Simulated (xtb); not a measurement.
C₂H₄Cl₂Si₂, SMILES [SiH3]C#C[SiH](Cl)Cl. All values are semi-empirical tight-binding results from xtb (GFN2-xTB unless named), good for trends rather than for accurate numbers. The structure is a stationary point at GFN2-xTB. The structure was generated by enumeration, and PubChem lists no compound with its InChIKey, so it may never have been made.

Optimised geometry:

```xyz
10

Si     3.7092    -0.0210     0.5617
C      1.8597    -0.1229     0.4673
C      0.6523    -0.1878     0.4037
Si    -1.1882    -0.2722     0.2790
Cl    -1.9176     1.6127     0.2626
Cl    -1.6739    -1.2031    -1.4481
H      4.1724     0.7483    -0.5941
H      4.2274    -1.3900     0.5318
H      4.0496     0.6489     1.8183
H     -1.7593    -1.0018     1.4015
```
Charge 0, spin multiplicity 1.

```
Quantity                                       Result
--------------------------------------  -------------
point group as xtb finds it                        Cs
orbital gap                                   4.55 eV
dipole moment                                  2.34 D
zero-point energy                       27.9 kcal/mol
G − E(el) at 298.15 K (modified RRHO)    4.9 kcal/mol
static polarisability (D4 model)          103.5 bohr³
solvation energy, GFN2-xTB/ALPB(water)  -0.3 kcal/mol
solvation energy, GFN2-xTB/ALPB(dmso)   -5.6 kcal/mol
```

Computed atomic charges and the Wiberg bond orders between heavy atoms:
charges (e) Si1 0.46, C2 -0.11, C3 -0.10, Si4 0.53, Cl5 -0.23, Cl6 -0.23, H7 -0.09, H8 -0.09, H9 -0.09, H10 -0.04. Bond orders Si1–C2 0.91, C2–C3 2.84, C3–Si4 0.94, Si4–Cl5 1.09, Si4–Cl6 1.09.
